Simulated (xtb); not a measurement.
GeTe, charge +1, doublet, at a GFN2-xTB geometry (a state made from the parent by changing its charge; the spin is typed, not shown lowest), atoms displaced at random by about 0.05 Å a coordinate; GFN2-xTB (xtb 6.7.1).

Here is a job for xtb.
```
$ xtb mol.xyz --gfn 2 --chrg 1 --uhf 1 --opt sloppy --json

# file mol.xyz
2

Ge    -0.01316103     0.04728302    -1.62682457
Te     0.05517717     0.01149732     0.99227910
```

The log (banner, timings and long lists left out):

```
   ID    Z sym.   atoms
    1   32 Ge     1
    2   52 Te     2

           -------------------------------------------------
          |                Calculation Setup                |
           -------------------------------------------------

           -------------------------------------------------
          |                 G F N 2 - x T B                 |
           -------------------------------------------------

          ...................................................
          :                      SETUP                      :
          :.................................................:
          :  # basis functions                  20          :
          :  # atomic orbitals                  18          :
          :  # shells                            6          :
          :  # electrons                         9          :
          :  max. iterations                   250          :
          :  Hamiltonian                  GFN2-xTB          :
          :  restarted?                      false          :
          :  GBSA solvation                  false          :
          :  PC potential                    false          :
          :  electronic temp.          300.0000000     K    :
          :  accuracy                    1.0000000          :
          :  -> integral cutoff          0.2500000E+02      :
          :  -> integral neglect         0.1000000E-07      :
          :  -> SCF convergence          0.1000000E-05 Eh   :
          :  -> wf. convergence          0.1000000E-03 e    :
          :  Broyden damping             0.4000000          :
          :  net charge                          1          :
          :  unpaired electrons                  1          :
          ...................................................

 iter      E             dE          RMSdq      gap      omega  full diag
   1     -3.5591714 -0.355917E+01  0.348E+01    1.37       0.0  T
   2     -0.4457907  0.311338E+01  0.604E+01    4.11       1.0  T
   3     -4.4825111 -0.403672E+01  0.219E+01    2.69       1.0  T
   4     -2.4460813  0.203643E+01  0.259E+01    1.44       1.0  T
   5     -4.2514173 -0.180534E+01  0.111E+01    3.98       1.0  T
   6     -4.2483573  0.305999E-02  0.108E+01    4.01       1.0  T
   7     -4.4325530 -0.184196E+00  0.120E+01    3.05       1.0  T
   8     -4.4281631  0.438993E-02  0.113E+01    3.07       1.0  T
   9     -4.4320531 -0.389001E-02  0.935E+00    3.05       1.0  T
  10     -4.4604128 -0.283597E-01  0.856E+00    2.88       1.0  T
  11     -4.4757638 -0.153511E-01  0.751E+00    2.79       1.0  T
  12     -4.5222493 -0.464855E-01  0.380E+00    2.42       1.0  T
  13     -4.5324451 -0.101958E-01  0.171E+00    2.29       1.0  T
  14     -4.5347863 -0.234123E-02  0.948E-01    2.23       1.0  T
  15     -4.5358923 -0.110599E-02  0.381E-01    2.19       1.0  T
  16     -4.5361542 -0.261900E-03  0.684E-02    2.15       1.0  T
  17     -4.5361511  0.309948E-05  0.816E-02    2.15       1.0  T
  18     -4.5361535 -0.239784E-05  0.382E-02    2.15       1.8  T
  19     -4.5361548 -0.129839E-05  0.859E-03    2.15       8.2  T
  20     -4.5361549 -0.616505E-07  0.221E-03    2.15      31.9  T
  21     -4.5361549 -0.498962E-08  0.247E-04    2.15     285.9  T
  22     -4.5361549 -0.455280E-11  0.212E-05    2.15    3335.5  T

   *** convergence criteria satisfied after 22 iterations ***

         :::::::::::::::::::::::::::::::::::::::::::::::::::::
         ::                     SUMMARY                     ::
         :::::::::::::::::::::::::::::::::::::::::::::::::::::
         :: total energy              -4.534046317552 Eh    ::
         :: gradient norm              0.032305412770 Eh/a0 ::
         :: HOMO-LUMO gap              2.151302621049 eV    ::
         ::.................................................::
         :: SCC energy                -4.536154896669 Eh    ::
         :: -> isotropic ES            0.120439338670 Eh    ::
         :: -> anisotropic ES         -0.002347107606 Eh    ::
         :: -> anisotropic XC         -0.000660756727 Eh    ::
         :: -> dispersion             -0.001072984355 Eh    ::
         :: repulsion energy           0.002108579117 Eh    ::
         :: add. restraining           0.000000000000 Eh    ::
         :: total charge               1.000000000000 e     ::
         :::::::::::::::::::::::::::::::::::::::::::::::::::::

      -----------------------------------------------------------
     |                   =====================                   |
     |                        A N C O P T                        |
     |                   =====================                   |
     |               Approximate Normal Coordinate               |
     |                Rational Function Optimizer                |
      -----------------------------------------------------------
      -----------------------------------------------------------
     |                   =====================                   |
     |                        A N C O P T                        |
     |                   =====================                   |
     |               Approximate Normal Coordinate               |
     |                Rational Function Optimizer                |
      -----------------------------------------------------------

          ...................................................
          :                      SETUP                      :
          :.................................................:
          :   optimization level            sloppy          :
          :   max. optcycles                   200          :
          :   ANC micro-cycles                  20          :
          :   degrees of freedom                 1          :
          :.................................................:
          :   RF solver                   davidson          :
          :   write xtbopt.log                true          :
[...]
 * total energy  :    -4.5340463 Eh     change       -0.7140954E-12 Eh
 * total energy  :    -4.4685179 Eh     change        0.6552839E-01 Eh
 * total energy  :    -4.5361851 Eh     change       -0.6766721E-01 Eh
 * total energy  :    -4.5364434 Eh     change       -0.2582303E-03 Eh
 * total energy  :    -4.5365886 Eh     change       -0.1452040E-03 Eh
 * total energy  :    -4.5365894 Eh     change       -0.7971842E-06 Eh
   *** GEOMETRY OPTIMIZATION CONVERGED AFTER 6 ITERATIONS ***
[...]
          :  # atomic orbitals                  18          :
          :  # shells                            6          :
          :  # electrons                         9          :
          :  max. iterations                   250          :
          :  Hamiltonian                  GFN2-xTB          :
          :  restarted?                      false          :
          :  GBSA solvation                  false          :
          :  PC potential                    false          :
          :  electronic temp.          300.0000000     K    :
          :  accuracy                    1.0000000          :
          :  -> integral cutoff          0.2500000E+02      :
          :  -> integral neglect         0.1000000E-07      :
          :  -> SCF convergence          0.1000000E-05 Eh   :
          :  -> wf. convergence          0.1000000E-03 e    :
          :  Broyden damping             0.4000000          :
          :  net charge                          1          :
          :  unpaired electrons                  1          :
          ...................................................

 iter      E             dE          RMSdq      gap      omega  full diag
   1     -4.5412516 -0.454125E+01  0.430E-05    2.47       0.0  T
   2     -4.5412516  0.414513E-11  0.790E-05    2.47     895.2  T
   3     -4.5412516 -0.439115E-11  0.438E-05    2.47    1613.0  T

   *** convergence criteria satisfied after 3 iterations ***

         :::::::::::::::::::::::::::::::::::::::::::::::::::::
         ::                     SUMMARY                     ::
         :::::::::::::::::::::::::::::::::::::::::::::::::::::
         :: total energy              -4.536589366340 Eh    ::
         :: gradient norm              0.000308060474 Eh/a0 ::
         :: HOMO-LUMO gap              2.474971002090 eV    ::
         ::.................................................::
         :: SCC energy                -4.541251583663 Eh    ::
         :: -> isotropic ES            0.123791106113 Eh    ::
         :: -> anisotropic ES         -0.001973763520 Eh    ::
         :: -> anisotropic XC         -0.000850133363 Eh    ::
         :: -> dispersion             -0.001073924323 Eh    ::
         :: repulsion energy           0.004662217323 Eh    ::
         :: add. restraining           0.000000000000 Eh    ::
         :: total charge               1.000000000000 e     ::
         :::::::::::::::::::::::::::::::::::::::::::::::::::::

           -------------------------------------------------
          |                Property Printout                |
           -------------------------------------------------

    * Orbital Energies and Occupations

         #    Occupation            Energy/Eh            Energy/eV
      -------------------------------------------------------------
         1        2.0000           -1.1481061             -31.2416
         2        2.0000           -1.0172834             -27.6817
         3        2.0000           -0.7026843             -19.1210
         4        1.5000           -0.6882265             -18.7276
         5        1.5000           -0.6882265             -18.7276 (HOMO)
         6                         -0.5972730             -16.2526 (LUMO)
         7                         -0.5972730             -16.2526
         8                         -0.4887218             -13.2988
         9                         -0.4086611             -11.1202
        10                         -0.4086611             -11.1202
        11                         -0.3284076              -8.9364
        12                         -0.3284076              -8.9364
        13                         -0.3107473              -8.4559
        14                         -0.3107473              -8.4559
        15                         -0.1988133              -5.4100
        16                         -0.1530689              -4.1652
       ...                                ...                  ...
        18                          0.5793761              15.7656
      -------------------------------------------------------------
                  HL-Gap            0.0909535 Eh            2.4750 eV
             Fermi-level           -0.6654881 Eh          -18.1089 eV

     #   Z          covCN         q      C6AA      α(0)
     1  32 Ge       0.945     0.694   265.776    34.865
     2  52 Te       0.945     0.306   404.523    37.483

 Mol. C6AA /au·bohr⁶  :       1320.186537
 Mol. C8AA /au·bohr⁸  :     128379.146079
 Mol. α(0) /au        :         72.348203

Wiberg/Mayer (AO) data.
largest (>0.10) Wiberg bond orders for each atom

 ---------------------------------------------------------------------------
     #   Z sym  total        # sym  WBO       # sym  WBO       # sym  WBO
 ---------------------------------------------------------------------------
     1  32 Ge   1.668 --     2 Te   1.668
     2  52 Te   1.668 --     1 Ge   1.668
 ---------------------------------------------------------------------------

Topologies differ in total number of bonds
Writing topology from bond orders to xtbtopo.mol

molecular dipole:
                 x           y           z       tot (Debye)
 q only:        0.016       0.068      -1.522
   full:       -0.010       0.081      -2.493       6.340
molecular quadrupole (traceless):
                xx          xy          yy          xz          yz          zz
 q only:       -3.545      -0.001      -3.542       0.151      -0.253       7.087
  q+dip:       -4.767      -0.003      -4.760       0.166      -0.372       9.527
   full:       -2.551      -0.001      -2.540      -0.008      -0.281       5.092

optimized geometry written to: xtbopt.xyz

           -------------------------------------------------
          | TOTAL ENERGY               -4.536589366340 Eh   |
          | GRADIENT NORM               0.000308060474 Eh/α |
          | HOMO-LUMO GAP               2.474971002090 eV   |
           -------------------------------------------------
```
